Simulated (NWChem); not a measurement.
Molecule: GeSiH₆O; SMILES [SiH3][O][GeH3]

```xyz
9

Ge     0.0094     1.1235    -0.0097
O     -0.6806    -0.5402     0.0024
Si     0.0444    -2.0496     0.0103
H     -1.2148     2.0680    -0.0079
H      0.8808     1.3124     1.2627
H      0.8669     1.2994    -1.2934
H      0.9052    -2.2522    -1.2129
H     -1.0479    -3.0795     0.0224
H      0.9156    -2.2345     1.2289
```
Atoms are numbered in this order, from 1.

Level: PBE-D3(BJ)/def2-SVP (NWChem), optimised geometry, unscaled harmonic frequencies. 

| frequency (cm⁻¹) | IR intensity (km/mol) |
|---|---|
| 52 | 1.8 |
| 80 | 0.1 |
| 117 | 0.9 |
| 507 | 15.7 |
| 613 | 18.3 |
| 622 | 15.6 |
| 698 | 60.8 |
| 715 | 57.9 |
| 824 | 437.5 |
| 837 | 42.6 |
| 842 | 45.4 |
| 909 | 68.0 |
| 919 | 68.7 |
| 965 | 155.0 |
| 976 | 232.1 |
| 2070 | 59.8 |
| 2079 | 114.0 |
| 2114 | 103.8 |
| 2140 | 164.0 |
| 2141 | 91.8 |
| 2184 | 120.3 |

- zero-point energy: 32.0 kcal/mol
- thermal correction to the enthalpy at 298.15 K (with zero-point energy): 36.5 kcal/mol
- heat capacity Cv: 20.3 cal/(mol K)
- entropy at 298.15 K and 1 atm (symmetry number 1): 80.7 cal/(mol K)
- dipole moment: 1.20 D

Rigid rotor and harmonic oscillator; modes under 100 cm⁻¹ make the entropy uncertain.
